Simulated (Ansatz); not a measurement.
Zn₂Br₃. Charge 0, multiplicity 2. Geometry PBE-D4/def2-SVP, basis def2-TZVP, Ansatz.

Cartesian coordinates in Å:
```
Zn -0.442 0.884 0.296
Zn 0.677 -1.356 -0.454
Br 1.861 1.200 -0.195
Br -1.490 0.025 -1.654
Br -0.607 -0.752 2.007
```

```csv
run,HOMO (eV),LUMO (eV)
A,-6.28,-3.62
B,-5.60,-4.93
C,-5.42,-4.56
D,-5.76,-4.18
```

Another isomer (doublet) lies 0.66 eV lower at PBE0-D4/def2-TZVP; other spin states weren't run for this one.

HOMO and LUMO are taken over both spins.

Question: The runs used LDA (SPW92), PBE, PBE0, r2SCAN. Estimate which is which.

Answer: A PBE0 (25 % exact exchange); B LDA (SPW92) (0 % exact exchange); C PBE (0 % exact exchange); D r2SCAN (0 % exact exchange). Exact exchange lowers occupied and raises empty levels; among semilocal functionals meta-GGAs tend to open the gap a little, and such runs are hard to tell apart. The gap grows from 0.66 eV (LDA (SPW92)) to 2.66 eV (PBE0).
